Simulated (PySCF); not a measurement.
# Radial density of Tl (thallium, neutral)

B97-3, [Xe] 4f14 5d10 6s2 7s1, 2S determinant (an excited configuration). All numbers are calculated (PySCF 2.14, scalar relativity by spin-free X2C-1e, in aug-cc-pwCVTZ-DK3 with one added diffuse shell each of s, d, f type (12s10p9d6f1g, 138 functions)).

```tsv
r (bohr)	4πr²ρ (e/bohr)	4πr²(ρα − ρβ)
0.0161	103.9	0.0000
0.0271	107.7	0.0003
0.0456	151.4	0.0010
0.0766	124.3	-0.0002
0.129	140.7	0.0019
0.217	89.53	0.0003
0.365	95.04	0.0020
0.614	38.06	0.0080
1.03	20.50	-0.0016
1.74	6.269	0.0366
2.92	1.022	-0.0035
4.91	0.1487	0.1045
8.26	0.1478	0.1478
13.9	0.01008	0.0101
23.4	6.206e-05	0.0001
```

Densities and radii are taken from the X2C orbitals without a picture-change correction, which distorts them close to the nucleus.

Spin-orbit coupling, which splits the p, d and f shells strongly at this Z, is absent. The outer electron is Rydberg-like, and this basis confines it to a smaller radius and binds it less than a complete one would.

**Question.** Where is the radial spin density 4πr²(ρα − ρβ) most negative, and why is it negative at all?

**Answer.** Around r = 2.92 bohr, down to -0.0035 e/bohr: exchange with the open shell polarises the paired shells in an unrestricted calculation.
